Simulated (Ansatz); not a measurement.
Reaction (ligand exchange at the Al–Se bond): `[AlH2][SeH]` + `OC[SiH2][SiH3]` → `[AlH2][O]C[SiH2][SiH3]` + H₂Se

Computed with Ansatz on PBE0-D4/def2-TZVP structures; ΔE is electronic, products minus reactants. CBS: MP2 limit from def2 TZ/QZ plus the TZ coupled-cluster correction, frozen cores. DFT in def2-TZVPP. B3LYP here is the variant with VWN-RPA as its local correlation; programs differ in this. For Se outer-core shells are correlated without core-valence functions, which leaves a few kJ/mol of doubt a bond. Scalar relativity is left out up to krypton. One conformer a species, not always the lowest.

`[AlH2][SeH]`:

Z-matrix (Å, degrees):
```
Al
Se 1 2.314
H 1 1.579 2 116.3
H 1 1.580 2 119.2 3 180.0
H 2 1.469 1 92.2 3 179.9
```

`OC[SiH2][SiH3]`:

Z-matrix (Å, degrees):
```
C
Si 1 1.898
O 1 1.420 2 112.8
H 1 1.099 2 110.3 3 125.5
H 1 1.093 2 109.2 3 -118.0
Si 2 2.342 1 111.9 3 -176.7
H 2 1.488 1 110.0 3 60.5
H 2 1.494 1 107.7 3 -56.6
H 3 0.960 1 108.5 2 58.3
H 6 1.488 2 110.6 1 178.9
H 6 1.488 2 110.4 1 -60.9
H 6 1.489 2 110.4 1 58.7
```

`[AlH2][O]C[SiH2][SiH3]`:

Z-matrix (Å, degrees):
```
C
O 1 1.405
Si 1 1.897 2 110.3
H 1 1.100 2 112.1 3 121.9
H 1 1.097 2 109.4 3 -120.3
Al 2 1.691 1 133.5 3 -108.1
Si 3 2.343 1 111.5 2 179.4
H 3 1.492 1 108.2 2 58.9
H 3 1.488 1 109.7 2 -58.7
H 6 1.576 2 116.1 1 177.2
H 6 1.584 2 118.3 1 -3.2
H 7 1.489 3 110.5 1 60.4
H 7 1.489 3 110.5 1 -59.3
H 7 1.488 3 110.7 1 -179.5
```

H₂Se:

```xyz
3

Se   -0.467   -0.027   -0.500
H    -0.436    0.557    0.846
H     0.903   -0.529   -0.346
```

| species | B3LYP energy (Eh) |
| --- | --- |
| `[AlH2][SeH]` | -2645.88272 |
| `OC[SiH2][SiH3]` | -697.22290 |
| `[AlH2][O]C[SiH2][SiH3]` | -940.32160 |
| H₂Se | -2402.79026 |

Task: Work out ΔE.

Result: ΔE = (-940.32160) + (-2402.79026) − (-2645.88272) − (-697.22290) = -0.00624 Eh = -0.17 eV. CCSD(T)/CBS gives -0.11 eV.

Largest T1 diagnostic among the species: 0.014.

The D4 term adds −0.04 eV with B3LYP and −0.02 eV with PBE0; it sums over pairs of atoms, weighted by their polarisabilities, and B3LYP, whose exchange is more repulsive, gets the larger term.
